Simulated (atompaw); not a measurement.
## What the settings do to the PAW (atompaw) potential of lithium (Li)

Base potential:

lithium (Li), PAW, made with atompaw 4.2.0.5 (PBE, scalar-relativistic). Core none, reference 1s2 2s0 2p1. Waves: 1s (bound); 2s (bound, empty); 2p (bound); 2p channel at 0.5 Ry. Local part: troulliermartins scheme with l = 2 at 1 Ry, radius 3.00 bohr. Core correction: none. Augmentation charge: sinc compensation charge, radius 2.90 bohr; PAW radius 3.00 bohr; waves and projectors: bloechl.

All-electron outer shells of the reference configuration (PBE, scalar-relativistic, ld1.x):

```
shell  level (eV)  outermost node (bohr)  outermost maximum (bohr)
   1s      -53.36                      –                      0.36
   2s       -3.35                   0.83                      3.12
   2p       -1.56                      –                      3.86
```

Cutoffs, loose and tight: the cutoffs (Ry, on a coarse ladder) from which the occupation-weighted sum of valence levels, in a spherical-Bessel basis at the reference potential, stays within 10 and 1 mRy of its value at 400 Ry. They see the waves, projectors and local potential, not the compensation charge or the core. A dash means not determined.

| change | outcome | cutoff, loose | cutoff, tight | bound ghosts |
| --- | --- | --- | --- | --- |
| base | generated | 10 Ry | 15 Ry | none |
| functional PBEsol | generated | 10 Ry | 15 Ry | none |
| local potential troulliermartins scheme with l = 2 at 1 Ry, radius 1.28 bohr | generated | 21 Ry | 35 Ry | none |
| waves 1s (bound): rc 0.55 bohr; 2s (bound): rc 1.00 bohr; 2p (bound): rc 3.00 bohr; 2p channel at 0.5 Ry: rc 3.00 bohr; augmentation sinc compensation charge, radius 2.90 bohr; PAW radius 3.00 bohr; waves and projectors: custom rrkj gramschmidtortho | generated | 140 Ry | 180 Ry | none |
| augmentation besselshape compensation charge, radius 2.90 bohr; PAW radius 3.00 bohr; waves and projectors: bloechl | generated | 10 Ry | 15 Ry | none |
| augmentation sinc compensation charge, radius 2.72 bohr; PAW radius 3.00 bohr; waves and projectors: bloechl | generated | 10 Ry | 15 Ry | none |
| all radii scaled by about 0.87 (s 0.48, p 2.60 bohr); local potential troulliermartins scheme with l = 2 at 1 Ry, radius 2.60 bohr; augmentation sinc compensation charge, radius 2.52 bohr; PAW radius 2.60 bohr; waves and projectors: bloechl | generated | 15 Ry | 18 Ry | none |
